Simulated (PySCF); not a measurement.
Polarisability and C₆ of Mn⁺ (manganese, charge +1)

[Ar] 3d5 4s1, high-spin 7S determinant. Computed with PySCF 2.14 in dyall-av2z, with no relativity, point nucleus. Coupled (time-dependent) response in atomic units; α is the mean over directions. A double-zeta set is small for polarisabilities.

```csv
method,mean α (bohr³),C₆ (like pair),S(−4)
TPSS,30.93,165.2,780.2
```

S(−4) is the Cauchy moment in α(ω) = α(0) + S(−4) ω² + …

α(iu) at TPSS:

```tsv
u (hartree)	α(iu) (bohr³)
0	30.93
0.0500	29.11
0.100	24.88
0.200	16.37
0.300	11.11
0.500	6.324
0.750	4.040
1.00	2.957
1.50	1.878
2.00	1.328
3.00	0.7812
5.00	0.3757
```

For an ion, C₆ is the dispersion term alone; charge-induced terms of lower order in 1/R come first.
